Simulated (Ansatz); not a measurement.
System: TaO2 (charge 0, doublet). The spin state was set by rule; other spins were not relaxed. 
Geometry from a B3LYP-D3(BJ)/def2-TZVP (Ansatz, a program for electronic structure) optimisation:
```
Ta
O 1 1.7314
O 1 1.7314 2 105.76
```
Charge 0, spin multiplicity 2.

Wanted: vertical ionisation energy (to the singlet state of charge +1; each state is the SCF solution reached for its spin; for the singlet the Hartree-Fock reference is unstable and T1 is 0.035), in eV. Valence correlation only, unless marked. UHF or UKS for open shells. Spin-orbit coupling is left out. The frozen core is the preceding noble-gas configuration, with the filled d and f shells of earlier blocks. Past Kr the def2 sets carry scalar-relativistic core potentials. Basis-set limits of correlation are two-point, X^-3; Hartree-Fock from the larger set. The bracket is a focal-point correction in the basis named.

```tsv
level	program	vertical ionisation energy (eV)
HF/def2-SVPD	Ansatz	8.52
```

**Question.** Predict the RI-MP2/CBS(def2-TZVPPD,def2-QZVPPD)+[CCSD(T)-MP2]/def2-TZVPPD result (Ansatz).

**Answer.** 8.37 eV
